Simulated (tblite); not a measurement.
Species: C5H11F3Ge.
SMILES with atom numbers: `[CH3:1][CH:2]([CH3:3])[GeH2:4][CH2:5][C:6]([F:7])([F:8])[F:9]` (hydrogens: H10, H11, H12 on C1; H13 on C2; H14, H15, H16 on C3; H17, H18 on Ge4; H19, H20 on C5)

Computed with GFN2-xTB (tblite), gas phase: L-BFGS steps from a force-field or distance-geometry start until the largest atomic force falls under 0.01 eV/Å.

Step 27: E = -882.9425 eV
```
atom  x, y, z in Å  |  force x, y, z in eV/Å
C1     -2.3524    0.2390   -1.1871    0.020   0.010   0.040
C2     -1.2374    0.4419   -0.1659    0.085   0.035   0.025
C3     -1.6847    0.1336    1.2578   -0.036  -0.023   0.023
Ge4     0.3634   -0.6492   -0.6659    0.058  -0.005   0.067
C5      1.8374   -0.5917    0.6926   -0.055  -0.069  -0.044
C6      2.8644    0.3372    0.1491   -0.035   0.011   0.053
F7      3.3908   -0.1083   -1.0074   -0.011   0.020   0.092
F8      3.8958    0.5494    0.9827    0.046   0.067  -0.056
F9      2.3377    1.5461   -0.1275    0.006   0.024  -0.013
H10    -2.6447   -0.8081   -1.2426    0.016  -0.003   0.026
H11    -3.2310    0.8239   -0.9224    0.002   0.028   0.038
H12    -2.0180    0.5539   -2.1751   -0.005  -0.032   0.009
H13    -0.9202    1.4864   -0.2152   -0.009   0.088   0.052
H14    -2.1470   -0.8488    1.3106    0.020  -0.076  -0.033
H15    -2.4085    0.8611    1.6190   -0.040   0.045  -0.077
H16    -0.8344    0.1460    1.9397   -0.028   0.026   0.009
H17     0.9409   -0.1883   -1.9698   -0.023  -0.094  -0.062
H18     0.0160   -2.1109   -0.7612   -0.021  -0.025  -0.094
H19     1.5244   -0.2354    1.6740    0.016   0.010  -0.092
H20     2.3026   -1.5671    0.8114   -0.005  -0.039   0.036
```

Step 28: E = -882.9459 eV
```
atom  x, y, z in Å  |  force x, y, z in eV/Å
C1     -2.3529    0.2457   -1.1883    0.053   0.021   0.070
C2     -1.2379    0.4423   -0.1653    0.162   0.031   0.013
C3     -1.6817    0.1294    1.2580   -0.053  -0.007  -0.012
Ge4     0.3648   -0.6522   -0.6622   -0.024   0.006  -0.003
C5      1.8367   -0.5933    0.6922   -0.035  -0.083  -0.025
C6      2.8603    0.3372    0.1486    0.001   0.025   0.048
F7      3.3959   -0.1135   -1.0012   -0.030   0.026   0.064
F8      3.8890    0.5648    0.9811    0.045   0.050  -0.017
F9      2.3261    1.5398   -0.1360   -0.006   0.066  -0.044
H10    -2.6543   -0.7995   -1.2343    0.005   0.017   0.009
H11    -3.2240    0.8438   -0.9269    0.000   0.008   0.027
H12    -2.0128    0.5516   -2.1779   -0.015  -0.047   0.035
H13    -0.9133    1.4847   -0.2090   -0.030   0.101   0.037
H14    -2.1210   -0.8631    1.3081    0.003  -0.084  -0.004
H15    -2.4229    0.8427    1.6124   -0.043   0.036  -0.063
H16    -0.8337    0.1639    1.9416   -0.030   0.020   0.011
H17     0.9411   -0.1927   -1.9687   -0.024  -0.105  -0.047
H18     0.0090   -2.1130   -0.7566   -0.006  -0.016  -0.091
H19     1.5232   -0.2415    1.6736    0.009   0.030  -0.056
H20     2.3033   -1.5665    0.8077    0.018  -0.093   0.048
```

Step 29: E = -882.9500 eV
```
atom  x, y, z in Å  |  force x, y, z in eV/Å
C1     -2.3518    0.2526   -1.1874    0.080   0.030   0.088
C2     -1.2350    0.4435   -0.1640    0.185   0.032   0.003
C3     -1.6798    0.1253    1.2577   -0.052   0.008  -0.048
Ge4     0.3665   -0.6557   -0.6588   -0.103   0.006  -0.091
C5      1.8354   -0.5962    0.6906    0.018  -0.073   0.009
C6      2.8561    0.3377    0.1490    0.038   0.037   0.027
F7      3.4011   -0.1180   -0.9936   -0.042   0.024   0.012
F8      3.8831    0.5819    0.9785    0.024   0.027   0.035
F9      2.3144    1.5343   -0.1445   -0.020   0.088  -0.065
H10    -2.6620   -0.7909   -1.2237   -0.002   0.041  -0.001
H11    -3.2157    0.8634   -0.9291    0.011  -0.018   0.018
H12    -2.0087    0.5477   -2.1800   -0.019  -0.052   0.058
H13    -0.9047    1.4846   -0.2012   -0.049   0.101   0.020
H14    -2.0945   -0.8781    1.3032   -0.012  -0.069   0.028
H15    -2.4386    0.8248    1.6027   -0.041   0.009  -0.050
H16    -0.8361    0.1822    1.9449   -0.034   0.011   0.017
H17     0.9404   -0.1994   -1.9689   -0.024  -0.113  -0.030
H18    -0.0002   -2.1151   -0.7545    0.011  -0.001  -0.081
H19     1.5207   -0.2469    1.6707   -0.009   0.044  -0.001
H20     2.3042   -1.5671    0.8053    0.038  -0.132   0.055
```

Step 30: E = -882.9551 eV
```
atom  x, y, z in Å  |  force x, y, z in eV/Å
C1     -2.3481    0.2597   -1.1835    0.093   0.032   0.084
C2     -1.2275    0.4461   -0.1621    0.141   0.039  -0.001
C3     -1.6790    0.1213    1.2562   -0.027   0.017  -0.073
Ge4     0.3677   -0.6599   -0.6569   -0.145  -0.004  -0.167
C5      1.8346   -0.6007    0.6881    0.084  -0.041   0.049
C6      2.8522    0.3392    0.1502    0.062   0.041  -0.007
F7      3.4062   -0.1217   -0.9849   -0.045   0.024  -0.058
F8      3.8786    0.6009    0.9752   -0.016   0.000   0.090
F9      2.3024    1.5301   -0.1525   -0.029   0.078  -0.074
H10    -2.6667   -0.7821   -1.2100   -0.007   0.061  -0.001
H11    -3.2058    0.8816   -0.9278    0.030  -0.041   0.012
H12    -2.0062    0.5419   -2.1805   -0.011  -0.043   0.070
H13    -0.8944    1.4869   -0.1914   -0.058   0.089  -0.002
H14    -2.0683   -0.8932    1.2952   -0.029  -0.033   0.059
H15    -2.4558    0.8077    1.5891   -0.037  -0.031  -0.040
H16    -0.8429    0.2005    1.9503   -0.036   0.000   0.027
H17     0.9384   -0.2098   -1.9712   -0.020  -0.111  -0.020
H18    -0.0121   -2.1171   -0.7565    0.025   0.015  -0.064
H19     1.5161   -0.2509    1.6650   -0.029   0.047   0.059
H20     2.3055   -1.5697    0.8050    0.051  -0.140   0.055
```

Problem. Estimate the geometry and energy of step 31. (The exact step hangs on the optimiser's Hessian estimate; all steps are aligned on step 30, rigid shifts and turns removed.)

Solution. E = -882.9607 eV, largest force 0.214 eV/Å
```
atom  x, y, z in Å  |  force x, y, z in eV/Å
C1     -2.3419    0.2660   -1.1769    0.076   0.026   0.051
C2     -1.2166    0.4500   -0.1597    0.043   0.046   0.001
C3     -1.6796    0.1183    1.2534    0.014   0.017  -0.063
Ge4     0.3673   -0.6641   -0.6583   -0.111  -0.018  -0.182
C5      1.8353   -0.6060    0.6857    0.118   0.001   0.075
C6      2.8501    0.3415    0.1517    0.058   0.025  -0.039
F7      3.4102   -0.1237   -0.9775   -0.036   0.034  -0.116
F8      3.8761    0.6186    0.9727   -0.066  -0.026   0.123
F9      2.2920    1.5282   -0.1590   -0.023   0.028  -0.066
H10    -2.6675   -0.7743   -1.1954   -0.006   0.067   0.012
H11    -3.1956    0.8950   -0.9231    0.047  -0.050   0.011
H12    -2.0057    0.5349   -2.1789    0.009  -0.018   0.064
H13    -0.8849    1.4917   -0.1808   -0.053   0.066  -0.023
H14    -2.0473   -0.9057    1.2862   -0.041   0.019   0.078
H15    -2.4717    0.7942    1.5732   -0.029  -0.072  -0.035
H16    -0.8534    0.2154    1.9570   -0.035  -0.010   0.036
H17     0.9352   -0.2234   -1.9759   -0.009  -0.094  -0.028
H18    -0.0243   -2.1183   -0.7632    0.030   0.024  -0.040
H19     1.5100   -0.2525    1.6583   -0.037   0.031   0.095
H20     2.3072   -1.5749    0.8074    0.049  -0.096   0.046
```

The energy changes by -0.0056 eV. The first-order estimate −F·Δx gives -0.0078 eV and the mean of the old and new forces, exact on a quadratic surface, -0.0056 eV. The step makes an angle of 75° with the force vector and moves no atom by more than 0.026 Å.

What follows is the cost of the whole relaxation. The run took 2.6 s on one thread of an Arm Neoverse N1, shared host.
